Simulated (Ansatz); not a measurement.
Basis sets compared for Be2Te2⁻. The state is a doublet with charge -1. Geometry PBE0-D4/def2-TZVPD. Ansatz on 2 threads of Intel Xeon Platinum 8259CL on a shared host; times are rough, and most runs start from earlier orbitals.

```xyz
4

Be   -0.719    0.818    0.253
Be    0.720   -0.819   -0.254
Te   -0.664   -0.003   -1.875
Te    0.664    0.003    1.875
```

In the def2 sets Te takes a core potential; there is no spin–orbit coupling. At PBE-D4/def2-SVPD, PBE-D4/def2-TZVPD the highest occupied level of the charge -1 doublet lies above zero (up to 0.32 eV). By energy differences its removal costs 1.75 eV (vertical, to the charge 0 singlet, at PBE0-D4/def2-TZVPD). The structure comes from a short search, and lower isomers may exist.

```
            level  functions  energy (Eh)  HOMO (eV)  LUMO (eV)  wall time
 PBE-D4/def2-SVPD         94    -565.5956       0.32       1.57      3.1 s
PBE0-D4/def2-SVPD         94    -565.6434      -0.32       2.21        7 s
```

(1) Estimate the rows for PBE-D4/def2-TZVPD, PBE0-D4/def2-TZVPD.

## Answers

(1) 
```tsv
level	functions	energy (Eh)	HOMO (eV)	LUMO (eV)	wall time
PBE-D4/def2-TZVPD	162	-565.6434	0.32	1.54	6 s
PBE0-D4/def2-TZVPD	162	-565.6908	-0.32	2.17	9.5 s
```
